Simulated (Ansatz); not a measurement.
Basis sets compared for the cluster FeGe₁₀ (the lowest singlet isomer of a short search). The state is a singlet with charge 0. Geometry PBE-D4/def2-SVP. Ansatz on 2 threads of AMD EPYC 7R13 on a shared host and a share (18 GiB) of an NVIDIA H100 80GB HBM3; times are rough, and most runs start from earlier orbitals.

```xyz
11

Fe    0.178   -0.156    0.228
Ge   -1.714   -0.833   -1.381
Ge   -0.170    1.407   -1.735
Ge    1.001    0.830    2.210
Ge   -0.905   -2.335    0.575
Ge    0.203    2.560    0.501
Ge   -2.086    1.076    0.185
Ge   -1.291   -0.362    2.191
Ge    0.850   -0.846   -2.327
Ge    1.557   -2.031   -0.171
Ge    2.376    0.688   -0.276
```

Single mean-field runs in def2-TZVP are fitted with def2-universal-jkfit. The restricted singlet is unstable towards broken spin symmetry in Hartree–Fock (as tested in another run); at PBE-D4/def2-SVP, PBE-D4/def2-TZVP, PBE0-D4/def2-SVP, PBE0-D4/def2-TZVP this wasn't settled. No other spin state of charge 0 was run. The structure comes from a short search, and lower isomers may exist.

Binding counts from free atoms (Fe quintet, Ge triplet) in the same basis, without a counterpoise term.

```
           level  functions  energy (Eh)  HOMO (eV)  LUMO (eV)  binding per atom (eV)  wall time
 PBE-D4/def2-SVP        351  -22028.0728      -5.17      -4.45                   3.55       12 s
PBE0-D4/def2-SVP        351  -22028.4659      -6.11      -3.87                   3.11       20 s
```

Task: Estimate the rows for PBE-D4/def2-TZVP (with forces), PBE0-D4/def2-TZVP.

Result: 
| level | functions | energy (Eh) | HOMO (eV) | LUMO (eV) | binding per atom (eV) | wall time |
| --- | --- | --- | --- | --- | --- | --- |
| PBE-D4/def2-TZVP (with forces) | 525 | -22030.8640 | -5.11 | -4.38 | 3.53 | 15 s |
| PBE0-D4/def2-TZVP | 525 | -22031.2518 | -6.00 | -3.78 | 3.13 | 13 s |
